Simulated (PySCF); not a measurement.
Geometry (Å), atoms numbered from 1 in this order:
```xyz
13

O    -2.3672    0.8191    0.7542
C    -1.8270   -0.0191   -0.2426
C    -0.3304   -0.0553   -0.2156
C     0.4789   -0.8598    0.5217
C     1.8571   -0.5898    0.3545
C     2.0547    0.4310   -0.5129
F     3.2270    0.9367   -0.8954
S     0.5897    1.0906   -1.1495
H    -2.0477    1.7186    0.6177
H    -2.1730    0.2923   -1.2384
H    -2.2218   -1.0150   -0.0271
H     0.1036   -1.6303    1.1696
H     2.6518   -1.1184    0.8461
```

Geometry: GFN2-xTB; GIAO absolute shieldings from PySCF 2.14.0 with density-fitted response routines, gas phase, non-relativistic, averaged over equivalent atoms.

At BHandHLYP/MINI (49 basis functions, 7.6 s wall time on 1 thread of an Arm Neoverse N1, shared host):
```
  atoms  σ (ppm)
     O1    347.5
     C6     84.3
     C3    109.6
     C4    117.1
     C5    128.2
     C2    168.3
     F7    321.5
     S8    522.9
    H12    23.44
    H13    23.71
H10/H11    26.65
     H9    31.15
```

Task: What do these become at BHandHLYP/ANO-RCC-VDZP?

Result: 
```json
{"atoms": "O1", "σ at BHandHLYP/ANO-RCC-VDZP": "271.9", "change": "-75.6"}
{"atoms": "C6", "σ at BHandHLYP/ANO-RCC-VDZP": "13.0", "change": "-71.3"}
{"atoms": "C3", "σ at BHandHLYP/ANO-RCC-VDZP": "46.4", "change": "-63.2"}
{"atoms": "C4", "σ at BHandHLYP/ANO-RCC-VDZP": "64.0", "change": "-53.1"}
{"atoms": "C5", "σ at BHandHLYP/ANO-RCC-VDZP": "81.2", "change": "-47.0"}
{"atoms": "C2", "σ at BHandHLYP/ANO-RCC-VDZP": "129.6", "change": "-38.7"}
{"atoms": "F7", "σ at BHandHLYP/ANO-RCC-VDZP": "345.4", "change": "+23.9"}
{"atoms": "S8", "σ at BHandHLYP/ANO-RCC-VDZP": "403.2", "change": "-119.7"}
{"atoms": "H12", "σ at BHandHLYP/ANO-RCC-VDZP": "24.94", "change": "+1.50"}
{"atoms": "H13", "σ at BHandHLYP/ANO-RCC-VDZP": "25.27", "change": "+1.56"}
{"atoms": "H10/H11", "σ at BHandHLYP/ANO-RCC-VDZP": "27.51", "change": "+0.86"}
{"atoms": "H9", "σ at BHandHLYP/ANO-RCC-VDZP": "30.80", "change": "-0.35"}
```

The largest change is at S8 (aromatic ring sulfur). Cost: 141 basis functions, 46 s wall time on 1 thread of an Arm Neoverse N1, shared host. The order of the carbon signals is the same at both levels.
